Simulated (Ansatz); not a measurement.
## Worked example: the barrier

An elementary step of Si$_{4}$H$_{10}$ClF, closed shell (Si₄H₉F ([F][Si]([SiH3])([SiH3])[SiH3]) + HCl → Si₃H₆ClF ([F][Si]([SiH3])([SiH3])[Cl]) + SiH₄; bonds formed: Si1–Cl7, Si2–H6; bonds broken: Si1–Si2, H6–Cl7). “Start” is the structure reached by relaxing down from the saddle towards the reactants; PBE0-D4/def2-TZVP structures. The saddle:

Si1  (0.119, 0.533, 0.043)
Si2  (1.747, -1.438, -0.404)
Si3  (-1.150, 1.075, -1.838)
Si4  (-0.578, 0.614, 2.268)
F5  (1.524, 1.359, -0.060)
H6  (0.036, -1.203, -0.140)
Cl7  (-1.662, -1.454, 0.068)
H8  (2.628, -1.183, 0.756)
H9  (2.290, -0.909, -1.674)
H10  (1.404, -2.875, -0.519)
H11  (-1.043, -0.033, -2.819)
H12  (-0.617, 2.323, -2.452)
H13  (-2.554, 1.284, -1.414)
H14  (0.143, 1.711, 2.972)
H15  (-2.036, 0.874, 2.294)
H16  (-0.249, -0.679, 2.917)
(Å)

Ansatz 0.2.0; basis: def2-TZVPP and def2-QZVPP; cores frozen in the correlated methods.

Energies in eV:

| quantity | saddle | start |
| --- | --- | --- |
| Hartree–Fock, triple zeta (X = 3) | -46819.14948 | -46820.97468 |
| Hartree–Fock, quadruple zeta (X = 4) | -46820.60816 | -46822.42688 |
| MP2 correlation, X = 3 | -26.90996 | -26.23321 |
| MP2 correlation, X = 4 | -29.22055 | -28.49279 |
| CCSD(T) correlation, X = 3 | -30.52498 | -29.97981 |

(1) Work out the barrier at the basis limit: extrapolate Hartree–Fock as E(X) = E∞ + A exp(−7.88 √X) and the MP2 correlation as E(X) = E∞ + B X^−2.97 (the exponents that Neese and Valeev fitted for def2-TZVPP and QZVPP), then add CCSD(T) − MP2 in triple zeta.

The T1 diagnostic stays at or below 0.015.

Results:

(1) Each step is linear, so take the differences first (saddle − start): Hartree–Fock 1.82520 (X = 3) and 1.81872 (X = 4); MP2 correlation -0.67675 and -0.72776; CCSD(T) correlation -0.54517.
Two points give E∞ = E(4) + w [E(4) − E(3)], with w = 1/(exp(7.88 (2 − √3)) − 1) = 0.1377 for Hartree–Fock and w = 1/((4/3)^2.97 − 1) = 0.7407 for the correlation.
Hartree–Fock: 1.81872 + 0.1377 × (-0.00648) = 1.8178 eV.
MP2 correlation: -0.72776 + 0.7407 × (-0.05101) = -0.7655 eV.
CCSD(T) − MP2: -0.54517 − (-0.67675) = 0.1316 eV.
Sum: 1.8178 + (-0.7655) + 0.1316 = 1.1839 eV, or 27.30 kcal/mol. Plain CCSD(T) in triple zeta gives 1.2800 eV, so the larger basis shifts the result by -0.0961 eV.

Labels in which every atom is bracketed show which atoms are joined, not bond orders.

For scale, one of the runs: CCSD(T)/def2-TZVPP, 381 basis functions, launched by `ansatz run in.yaml --threads 4 --pin off --events-out ev --progress --plain --max-ram 66560MiB --backend cuda --devices 0, --max-vram 37GiB`. The run took 15 s on 4 CPU threads of an AMD EPYC 7R13 and a share of one NVIDIA H100 (shared host), with 0.92 GiB of host memory at its peak.
